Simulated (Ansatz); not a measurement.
Cl2F2H2Si2 (`F[SiH](F)[SiH](Cl)Cl`). Charge 0, multiplicity 1.

```xyz
8

F    -0.902    2.116    0.141
Si    0.325    1.118    0.301
F     0.788    1.173    1.821
Si   -0.387   -1.060   -0.206
Cl    1.224   -2.301    0.033
Cl   -0.986   -1.067   -2.164
H     1.436    1.600   -0.546
H    -1.499   -1.579    0.620
```

Task: What are the harmonic wavenumbers in cm⁻¹ at PBE0-D4/def2-TZVP (Ansatz, finite differences of forces, unscaled)? (Best estimate.)

Result: Ansatz gave: 26, 65, 123, 161, 190, 225, 332, 458, 544, 585, 717, 774, 810, 828, 893, 951, 2256, 2264.

Task: Is this a minimum?

Result: Yes, all 18 modes are real.

Task: Give the ideal-gas thermochemistry at 298.15 K and 1 bar (rigid rotor, harmonic oscillator; point group Cs, symmetry number 1).

Result: Zero-point energy 73.0 kJ/mol; H(298) − E = 97.5 kJ/mol; entropy 399.8 J/(mol·K), of which translation 172.7, rotation 125.1, vibration 102.1; G(298) − E = -21.8 kJ/mol. Modes under 100 cm⁻¹ are hindered rotations or soft bends, so the harmonic entropy is rough.

Task: Rotational constants (cm⁻¹)?

Result: 0.05947, 0.03485, 0.02331.
